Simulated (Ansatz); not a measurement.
Consider the ligand exchange at the In–S bond: `[OH][In]([F])[SH]` + HBr → `[OH][In]([F])[Br]` + H₂S.

Computed with Ansatz on PBE0-D4/def2-TZVP structures; ΔE is electronic, products minus reactants. CCSD(T)/CBS adds triple-zeta CCSD(T) − MP2 to the extrapolated MP2 energy (def2 sets, frozen cores). This one scheme is used for every species. Functionals use def2-TZVPP. def2 core potentials past Kr. For Br, In outer-core shells are correlated without core-valence functions, which leaves a few kJ/mol of doubt a bond. Scalar relativity is left out up to krypton. Each species was taken in one conformer, which may not be the lowest.

`[OH][In]([F])[SH]`:

Cartesian coordinates in Å:
```
O 0.650 -1.435 1.310
In 0.015 -0.064 0.057
F -1.920 -0.122 -0.191
S 1.230 1.556 -1.123
H -0.083 -1.963 1.641
H 0.108 2.028 -1.695
```

HBr:

```xyz
2

Br   -0.538    0.079    0.456
H     0.538   -0.079   -0.456
```

`[OH][In]([F])[Br]`:

Z-matrix (Å, degrees):
```
In
O 1 1.959
Br 1 2.434 2 126.0
F 1 1.929 2 115.7 3 180.0
H 2 0.962 1 112.2 3 0.0
```

H₂S:

Cartesian coordinates in Å:
```
S -0.393 -0.479 -0.015
H -0.508 0.827 -0.299
H 0.901 -0.348 0.314
```

```
            species  B2PLYP energy (Eh)
`[OH][In]([F])[SH]`          -764.33685
                HBr         -2574.37376
`[OH][In]([F])[Br]`         -2939.44903
                H₂S          -399.27468
```

Q: Work out ΔE.

A: ΔE = (-2939.44903) + (-399.27468) − (-764.33685) − (-2574.37376) = -0.01310 Eh = -34.4 kJ/mol. CCSD(T)/CBS gives -34.6 kJ/mol.

Largest T1 diagnostic among the species: 0.016.

In def2-TZVPP, CCSD(T) changes the Hartree–Fock value by +17.2 kJ/mol (the triples alone add +2.0 kJ/mol) and MP2 by +18.4 kJ/mol. From PBE to PBE0 (25 % exact exchange), in def2-TZVPP and without D4, ΔE moves by −3.7 kJ/mol.
